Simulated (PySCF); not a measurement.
Compound: C₈H₉ (doublet state).
Numbering: `[CH3:1][CH:2][C:3]#[C:4][CH:5]=[C:6]1[CH2:7][CH2:8]1` (hydrogens: H9, H10, H11 on C1; H12 on C2; H13 on C5; H14, H15 on C7; H16, H17 on C8)

Geometry (GFN2-xTB, Å), atoms numbered from 1 in this order:
```xyz
17
C8H9 angstrom
C      3.4161    0.7427   -0.2156
C      2.8672   -0.4957    0.4009
C      1.5538   -0.7285    0.5433
C      0.3434   -0.9257    0.6654
C     -1.0041   -1.1853    0.8284
C     -1.9766   -0.3601    0.4275
C     -3.4069   -0.0874    0.3231
C     -2.3747    0.8927   -0.2075
H      2.6162    1.4108   -0.5260
H      4.0299    0.4965   -1.0848
H      4.0595    1.2665    0.4948
H      3.5751   -1.2355    0.7488
H     -1.2654   -2.1217    1.3121
H     -3.9996   -0.6501   -0.3868
H     -3.9558    0.1766    1.2180
H     -2.2623    0.9938   -1.2791
H     -2.2226    1.8223    0.3253
```

The hyperfine couplings belong to this conformer and change with its torsions.

The calculation used PySCF 2.14.0, UKS B3LYP, pcH-1 on C H, non-relativistic, mean-field spin-orbit, GIAO. Isolated species at its GFN2-xTB geometry, gas phase. A GFN2-xTB geometry isn't a minimum of the functional, and hyperfine couplings can be far from their values at a DFT geometry. No stability test was run, so a lower SCF solution isn't excluded. ⟨S²⟩ is 0.786 where a pure state has 0.75.

(1) Match the computed a_iso(1H) values +44.8, -42.3, +35.6, +32.0, +13.2 MHz (means over equivalent nuclei) with the sites H9/H10/H11; H12; H13; H14/H15; H16/H17.

## Answers

(1) 
```csv
site,a_iso (MHz),ρ(0) (bohr⁻³),position,distance from C2 (Å),bound to,spin population there,largest |T| (MHz)
H9/H10/H11,+44.8,+0.0100,2 bonds from C2,2.13,C1,-0.05,4.9
H12,-42.3,-0.0095,1 bond from C2,1.08,C2,+0.61,23.2
H13,+13.2,+0.0029,"2 bonds from C6, on C5 of spin population -0.18",4.53,C5,-0.18,5.4
H14/H15,+35.6,+0.0080,2 bonds from C6,6.91,C7,-0.03,3.4
H16/H17,+32.0,+0.0071,2 bonds from C6,5.60,C8,-0.03,3.1
```

ρ(0) is the spin density at the nucleus and T the dipolar tensor; entries for several nuclei are means. Largest spin populations (Mulliken): C2 (+0.61), C4 (+0.45), C6 (+0.37) and C3 (-0.23). Three atoms exceed +0.15. The angles at C2 add up to 360.0°, so it is planar; its axial dipolar tensor and the negative coupling of its proton fit spin in a p orbital normal to that plane. Main spin sites, with 60 % or more of the largest population: C2, C4, C6; positions count bonds from the nearest.

Class means assume fast exchange of nuclei equivalent by connectivity; if that motion is slow, each nucleus keeps its own coupling. The three 1H nuclei of mean +44.8 MHz run from 1.8 to 66.4 MHz in the frozen geometry.
